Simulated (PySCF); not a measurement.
**How methods differ on the ionisation energy of Ti**

Ti [Ar] 3d2 4s2 (3F) → Ti⁺ [Ar] 3d2 4s1 (4F), as a difference of total energies. Computed with PySCF 2.14 in ANO-RCC-VTZP, with scalar relativity by spin-free X2C-1e. Correlated levels: valence: [Ar] frozen; valence and next inner shell: [Ne] frozen. The calculations carry no spin-orbit coupling.

```
                                method  ionisation energy (eV)  error (eV)
                                   UHF                   5.560      -1.268
                                   LDA                   6.935      +0.107
                                   PBE                   6.691      -0.137
                                  PBE0                   6.572      -0.256
                                r2SCAN                   6.412      -0.416
                                 B3LYP                   6.868      +0.040
                                 HSE06                   6.577      -0.251
                                revPBE                   6.616      -0.212
                         MP2 (valence)                   6.323      -0.505
                     SCS-MP2 (valence)                   6.486      -0.342
    MP2 (valence and next inner shell)                   6.523      -0.305
SCS-MP2 (valence and next inner shell)                   6.605      -0.223
```

Reference: 6.828 eV (measured; NIST levels, between the centres of gravity of the two terms).

Errors of the correlated levels include the incompleteness of this basis and the frozen core.

MP2 underrates the near-degeneracy of ns² with np² in the lower species.
